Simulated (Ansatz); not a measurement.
`[SiH3]BN[SiH3]` and `CBN[SiH3]` differ in one atom or group.

Ansatz, PBE0-D4/def2-TZVP geometries, multiplicity 1. Each molecule was computed in one conformer, which needn't be the lowest.

```csv
property,`[SiH3]BN[SiH3]`
HOMO energy (PBE/def2-TZVPP) / eV,-6.66
LUMO energy (B3LYP/def2-TZVPP) / eV,-1.17
HOMO–LUMO gap (ωB97M-V/def2-TZVPP) / eV,10.96
HOMO–LUMO gap (PBE0/def2-TZVPP) / eV,6.89
HOMO–LUMO gap (PBE/def2-TZVPP) / eV,4.74
LUMO energy (ωB97M-V/def2-TZVPP) / eV,0.91
```

Q: Give the same properties after the change, and the shifts. (An estimate is asked.)

A: The calculation gave: 
| property | `CBN[SiH3]` | shift |
| --- | --- | --- |
| HOMO energy (PBE/def2-TZVPP) / eV | -6.97 | -0.31 |
| LUMO energy (B3LYP/def2-TZVPP) / eV | -0.07 | 1.10 |
| HOMO–LUMO gap (ωB97M-V/def2-TZVPP) / eV | 12.43 | 1.47 |
| HOMO–LUMO gap (PBE0/def2-TZVPP) / eV | 8.40 | 1.51 |
| HOMO–LUMO gap (PBE/def2-TZVPP) / eV | 6.14 | 1.40 |
| LUMO energy (ωB97M-V/def2-TZVPP) / eV | 1.88 | 0.97 |

With PBE0 the HOMO falls by 0.37 eV and the LUMO rises by 1.14 eV, so the gap widens by about 1.51 eV. PBE moves the HOMO by -0.31 eV and ωB97M-V by -0.51 eV.

B3LYP here is the variant with VWN-RPA as its local correlation; programs differ in this.
